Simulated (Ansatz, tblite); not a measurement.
Cost and result up the ladder for the cluster AlGaAs₂ (the lowest singlet isomer of a short search) (4 atoms). Charge 0, multiplicity 1. Geometry: r2SCAN-D4/def2-SVP.

```
atom   x (Å)   y (Å)   z (Å)
 Al1  -1.213   1.993   0.401
 Ga2   1.232  -2.005  -0.405
 As3   0.040  -0.191   1.128
 As4  -0.059   0.203  -1.125
```

Ansatz on 4 threads of Arm Neoverse V2 on a shared host; xTB runs through tblite on one thread. Times are rough, summed over both states, and most runs start from the orbitals of an earlier one. PBE0-D4/def2-TZVP serves as the yardstick here, not as an exact answer. Differences are given only for rows in sets of like size (and for xTB, whose basis is part of the method), since another set adds its own error. The other state is a quintet at its own geometry, which has other bonds, so the gap mixes isomer and spin.

The 6-31G sets use Cartesian d functions. The xTB rows come from tblite. LC-ωPBE has ω = 0.4 bohr⁻¹. B3LYP takes the VWN-RPA correlation. Correlated methods freeze 32 core orbitals; core or outer-core shells of Ga, As are correlated, in sets that lack core-valence functions. At PBE0-D4/def2-TZVP a singlet of charge 0 lies 1.92 eV below the quintet, each at its own geometry. The structure comes from a short search, and lower isomers may exist.

Run but left out: HF/6-31G (singlet: restricted singlet, unstable in another Hartree–Fock run and untested here); HF/def2-TZVP (singlet: restricted singlet, unstable towards broken spin symmetry).

Correlated methods converge slowly with the basis.

xTB has no spin-polarisation term.

```
                         level  functions  wall time  quintet − singlet (eV)  difference from PBE0-D4/def2-TZVP (eV)                                                                     remarks
                      GFN1-xTB         36    0.007 s                    4.07                                    2.15                                                                           –
                      GFN2-xTB         36    0.012 s                    2.83                                    0.91                                                                           –
                B3LYP-D4/6-31G        100      4.7 s                    2.38                                       –                                                                           –
PBE-D4/def2-TZVP (with forces)        181      6.6 s                    2.03                                    0.11                                                                           –
            B3LYP-D4/def2-TZVP        181       12 s                    2.27                                    0.35                                                                           –
                 MP2/def2-TZVP        181       12 s                    2.35                                    0.43  restricted SCF unstable (singlet), spin-contaminated (⟨S²⟩ 6.12) (quintet)
             PBE0-D4/def2-TZVP        181       15 s                    1.92                                    0.00                                                                           –
             LC-ωPBE/def2-TZVP        181       17 s                    1.70                                   -0.21                                                                           –
           r2SCAN-D4/def2-TZVP        181       18 s                    1.75                                   -0.17                                                                           –
```
